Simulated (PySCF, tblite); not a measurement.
Isomers of C7H4FNO, one GFN2-xTB conformer each. Single-point energies are computed at PBE0/pcSseg-1 (PySCF, gas phase, no added dispersion term), electronic only.

```tsv
SMILES	GFN2-xTB relative energy (kJ/mol)
O=C=Nc1ccc(F)cc1	0.5
O=C=Nc1cccc(F)c1	0.0
```

Conformers: `[O:1]=[C:2]=[N:3][c:4]1[cH:5][cH:6][c:7]([F:8])[cH:9][cH:10]1` with C2–N3–C4–C5 179°; `[O:1]=[C:2]=[N:3][c:4]1[cH:5][cH:6][cH:7][c:8]([F:9])[cH:10]1` with C2–N3–C4–C5 0°.

Question: What does PBE0/pcSseg-1 give for the same structures?

Answer: 
```json
{"SMILES": "O=C=Nc1cccc(F)c1", "PBE0/pcSseg-1 E (Eh)": "-498.36868", "PBE0/pcSseg-1 (kJ/mol)": "0.0", "GFN2-xTB (kJ/mol)": "0.0", "point group": "Cs"}
{"SMILES": "O=C=Nc1ccc(F)cc1", "PBE0/pcSseg-1 E (Eh)": "-498.36797", "PBE0/pcSseg-1 (kJ/mol)": "1.9", "GFN2-xTB (kJ/mol)": "0.5", "point group": "Cs"}
```

Both levels put the same isomer lowest. Neighbours under 10 kJ/mol apart (O=C=Nc1cccc(F)c1 and O=C=Nc1ccc(F)cc1) can change places with a better method, another conformer or zero-point energy.

Question: Which frontier levels, dipoles and rotational constants go with these structures?

Answer: 
```tsv
SMILES	HOMO (eV, PBE0/pcSseg-1)	LUMO (eV)	dipole (D)	A, B, C (MHz)
O=C=Nc1cccc(F)c1	-7.22	-1.04	2.06	3605, 721.1, 600.9
O=C=Nc1ccc(F)cc1	-6.98	-0.94	1.00	5338, 640.9, 572.2
```

Question: What happens when harmonic zero-point energies from GFN2-xTB frequencies are added?

Answer: 
| SMILES | ZPE (kJ/mol) | electronic (kJ/mol) | with ZPE (kJ/mol) |
| --- | --- | --- | --- |
| O=C=Nc1cccc(F)c1 | 243.8 | 0.0 | 0.0 |
| O=C=Nc1ccc(F)cc1 | 243.7 | 1.9 | 1.8 |

The zero-point energies span 0.1 kJ/mol. The order is unchanged.
